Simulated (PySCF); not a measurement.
**HRuO, quartet: data card**

Level of theory: UPBE0 in PySCF with Ru def2-TZVP with ECP28, O def2-TZVP, H def2-TZVP; scalar-relativistic core potentials, no spin–orbit coupling; density-fitted integrals.

The structure is a minimum.

```xyz
3
charge 0 multiplicity 4, angstrom
Ru    0.1659    0.0000   -0.1473
O    -1.1469    0.0000    0.8875
H     1.4236    0.0000    0.8254
```

```
Point group                                                                   : Cs
Bond lengths                                                                  : Ru–H 1.590 Å, Ru–O 1.672 Å
Bond angles                                                                   : H–Ru–O 104.0°
Atomisation energy without zero-point energy                                  : 732 kJ/mol
Entropy at 298.15 K and 1 bar (electronic part: spin only)                    : 265.2 J/(mol K)
Heat capacity Cp at 298.15 K                                                  : 39.4 J/(mol K)
Zero-point energy                                                             : 21.7 kJ/mol
Highest occupied level (α)                                                    : -6.88 eV
Rotational constants                                                          : 7.163, 0.4319, 0.4073 cm⁻¹
Enthalpy at 298.15 K above 0 K                                                : 10.46 kJ/mol
Principal quadrupole moments (Buckingham, traceless) about the centre of mass : -2.35, 0.69, 1.65 D Å
Principal polarisabilities                                                    : 32.8, 40.0, 45.8 bohr³
Lowest empty level (β)                                                        : -2.91 eV
Rotational symmetry number                                                    : 1
Dipole moment                                                                 : 3.46 D
Spin squared ⟨S²⟩                                                             : 3.765
```

Harmonic modes (masses in u: Ru 101.904, O 15.995, H 1.008):
```tsv
symmetry	ω (cm⁻¹)	IR (km/mol)	type
a'	586	56.0	bend
a'	983	115	stretch
a'	2065	89.7	stretch
```

Charges (e):
| atom | Mulliken | Löwdin | polar tensor | spin (Mulliken) | Mayer order to Ru1 |
| --- | --- | --- | --- | --- | --- |
| Ru1 | 0.57 | 0.31 | 0.95 | 2.45 | – |
| O2 | -0.54 | -0.28 | -0.72 | 0.62 | 1.98 |
| H3 | -0.03 | -0.03 | -0.23 | -0.07 | 0.95 |

Mulliken populations on Ru1 (electrons outside its core potential): s 2.56, p 6.25, d 6.60, f 0.01.

Other isomers or separated fragments may lie lower. Other spin states or occupations of the open shell can lie lower.

The final relaxation and frequency run took 52 s on 2 threads of a shared Arm Neoverse N1 host, with 77 basis functions and 13 gradients; the process peaked at 0.74 GiB.
